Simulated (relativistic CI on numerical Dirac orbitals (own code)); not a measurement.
**Hyperfine structure of Rh XXXIX, mass number 103**

Computed by Dirac-Coulomb-Breit CI, KLI orbitals optimised for each configuration, a model potential for QED, unscaled Slater integrals (own radial code, finite nucleus).

Configuration list (outside the closed core 1s2): 2s²2p³, 2s2p⁴, 2p⁵, 2p⁴3s, 2p⁴3p, 2p⁴3d, 2s²2p²3s, 2s²2p²3p, 2s²2p²3d, 2s2p³3s, 2s2p³3p, 2s2p³3d, 2s²2p²4s, 2s²2p²4p, 2s²2p²4d, 2s²2p²4f. Levels of other configurations are missing.

Nuclear spin I = 1/2, μ = -0.08829 μN (tables of Stone and Pyykkö). The electronic factors are computed for point nuclear moments, without core polarisation or the Bohr-Weisskopf and QED corrections.

| Level | E (eV) | A (GHz) |
| --- | --- | --- |
| 2s²2p³ ²D°5/2 | 154.338 | -59.41 |
| 2s²2p³ ²P°1/2 | 177.647 | -177.7 |
| 2s2p⁴ ⁴P5/2 | 307.015 | -135.4 |
| 2s²2p³ ²P°3/2 | 315.425 | -31.21 |
| 2s2p⁴ ²S1/2 | 359.704 | -523.9 |
| 2s2p⁴ ⁴P3/2 | 463.776 | -116 |
| 2s2p⁴ ²D5/2 | 490.133 | -166.8 |
| 2s2p⁴ ²P1/2 | 516.844 | 121.4 |

Levels with J = 0, under 50 % of one LS term, or S terms without an open s electron are left out. Small factors come from cancelling terms and can be off by tens of per cent or more.

At this charge energies of transitions that change n are usually good to better than 1 %, and those within a shell (Δn = 0) to a few per cent.

Question: Give the hyperfine levels of 2s²2p³ ²D°5/2 relative to its centre of gravity.

Answer: With K = F(F + 1) − I(I + 1) − J(J + 1), E = AK/2: F = 2: 104, F = 3: -74.27 GHz.

LS names give the leading component of a level, which can be under half, so a name can repeat, a term be missing and a line seem to break the LS rules.
